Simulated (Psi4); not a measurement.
FLi, charge +1, doublet, geometry from GFN2-xTB (such geometries of metal compounds can be far from the true shape) (a state made from the parent by changing its charge; the spin is typed, not shown lowest). Base run: Psi4 with PBE0/STO-3G.

Geometry (Å):
```xyz
2

Li     0.0000     0.0000    -1.6597
F      0.0000     0.0000     0.5532
```
Charge +1, spin multiplicity 2.
Orbitals are unrestricted.
All else is at Psi4's defaults (density fitting).

Each row names what was changed in the base input (with any setting that the change needs).

```csv
change,E (Eh),<S^2>
base,-105.41929,0.751
functional = pw6b95,-105.63911,0.751
functional = revpbe,-105.48519,0.751
functional = tpssh,-105.53308,0.751
functional = b97m-v,-105.53936,0.752
functional = r2scan,-105.48643,0.752
functional = wb97m-v,-105.51837,0.751
functional = mn15,-105.04544,0.751
functional = wb97x-v,-105.49135,0.751
functional = cam-b3lyp,-105.46127,0.751
functional = m11,-105.33973,0.750
functional = wb97x,-105.51170,0.751
functional = tpss,-105.53453,0.751
```

Absolute energies of different levels of theory aren't comparable as measures of quality.

Open shells are given as the SCF converged; they aren't shown to be the lowest states, and a large step between rows can be another state.
